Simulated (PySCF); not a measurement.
Species: C7H10SSi.
Bonds: C1–C2 (double), C2–C3, C3–C4 (double), C4–S5, S5–C6, C4–Si7, Si7–C8, C8–C9 (double), C3–C9. Hydrogens: H10, H11 on C1; H12 on C2; H13, H14, H15 on C6; H16, H17 on Si7; H18 on C8; H19 on C9.

NICS is the negative of the GIAO shielding at a point without a nucleus: at the ring centre (0) and 1 Å above and below it (1); zz is the component along the ring normal. Level: GIAO PBE0/pcSseg-1 (PySCF, non-relativistic, gas phase) on the GFN2-xTB geometry, one conformer.

Ring bond lengths (Å), with Mayer bond orders in brackets: C3–C4 1.365 (1.68), C4–Si7 1.900 (0.78), Si7–C8 1.870 (0.93), C8–C9 1.340 (1.84), C9–C3 1.458 (1.11).

Task: What do the NICS probes read (ppm)?

Result: 
```tsv
ring	type	NICS(0)	NICS(1), two faces	NICS(1)zz, two faces	rms pucker (Å)	centre to ring atoms, mean (Å)
C3–C4–Si7–C8–C9	5-membered ring with Si; formal bonds 2 double, 3 single	0.6	-2.1 / -2.1	1.6 / 1.6	0.00	1.34
```

Task: What can be read from them?

Result: 
- C3–C4–Si7–C8–C9: mean NICS(1)zz 1.6 ppm, near zero. Si7 has four or more neighbours, and the NICS criterion for π rings isn't applied.

Task: What field does 14.1 T along the ring normal induce along that normal at the second NICS(1) probe listed for ring C3–C4–Si7–C8–C9, 1 Å off the ring?

Result: NICSzz × B0 = 1.6 ppm × 14.1 T = 23 μT, along the applied field.

Task: How shielded are the nuclei of the rings and their hydrogens (means over atoms taken as equivalent)?

Result: 
```
   atoms                      environment  σ isotropic (ppm)  principal values of the symmetric part, first atom (ppm)
      C3  fully substituted alkene carbon               41.0                                        -53.8, 38.7, 138.1
      C4  fully substituted alkene carbon               31.5                                         -35.1, 3.5, 126.2
     Si7                     SiH2 silicon              395.3                                       331.1, 400.4, 454.6
      C8                 alkene CH carbon               62.9                                        -37.0, 53.5, 172.1
      C9                 alkene CH carbon               30.3                                        -90.8, 36.8, 144.9
H16 (×2)                    Si–H hydrogen              26.96                                          23.1, 25.9, 31.8
     H18                 vinylic hydrogen              25.80                                          24.7, 26.1, 26.6
     H19                 vinylic hydrogen              24.00                                          21.6, 21.9, 28.6
```

The values belong to the conformer `[CH2:1]=[CH:2][C:3]1=[C:4]([S:5][CH3:6])[SiH2:7][CH:8]=[CH:9]1`: C1–C2–C3–C4 180°, C3–C4–S5–C6 178°.
